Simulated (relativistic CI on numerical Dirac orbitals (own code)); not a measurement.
# Sc⁺ in a cubic cluster: L2,3 absorption with charge transfer

Computed with a charge-transfer multiplet model of a cubic metal-ligand cluster with up to one ligand hole, Slater and spin-orbit integrals from Dirac-Coulomb-Breit ions, Slater integrals scaled by 0.7. The ground state mixes d2 with configurations of k ligand holes L, whose averages lie at kΔ + k(k − 1)U_dd/2; a core hole lowers each added d electron by U_cd. 20 K, Lorentzian 0.4 eV and Gaussian 0.3 eV FWHM.

Atomic integrals in eV (Slater integrals scaled, ζ unscaled), ground: F2dd 4.121, F4dd 2.525, zeta_d 0.005; with the core hole: F2dd 4.957, F4dd 3.051, zeta_d 0.011, zeta_core 3.011, F2cd 2.526, G1cd 1.713, G3cd 0.969.

Cluster parameters (eV): Δ = 7.4, U_cd = 6.1, 10Dq = 1.2, 10Dq(ligand) = 0.2, V(eg) = 2.5, V(t2g) = -1.11, final-state hopping factor = 0.8.

```
         Case   n_d    d2   d3L     S
U_dd = 5.2 eV  2.21  0.79  0.21  1.00
U_dd = 5.9 eV  2.21  0.79  0.21  1.00
U_dd = 7.3 eV  2.21  0.79  0.21  1.00
```

Weights, n_d and S are thermal averages at 20 K. Photon energies count from the first peak over 30 % of the highest in each spectrum, which can be another peak from case to case. The parameters are a model scan and need not match a compound or its usual spin state. Peaks in eV (height, largest 100):
- U_dd = 5.2 eV: -1.6 (14), 0.0 (49), 0.9 (100), 2.7 (29), 4.7 (58), 5.3 (56)
- U_dd = 5.9 eV: -1.6 (14), 0.0 (50), 0.9 (100), 2.7 (29), 4.7 (58), 5.3 (56)
- U_dd = 7.3 eV: -1.6 (14), 0.0 (50), 0.9 (100), 2.7 (29), 4.7 (58), 5.3 (56)

For the case U_dd = 5.2 eV, Δ = 7.4 eV is larger than U_dd = 5.2 eV, the Mott-Hubbard side of the Zaanen-Sawatzky-Allen scheme. With the core hole the configuration with one ligand hole lies at Δ + U_dd − U_cd = 6.5, 7.2, 8.6 eV from the one without, in the order of the table; where this is negative the screened configuration lies lower.

With at most 1 ligand hole the space is cut while the next configuration still counts, so covalency is underestimated, and a final configuration with one more ligand hole, which can lie low, is missing from the spectra.
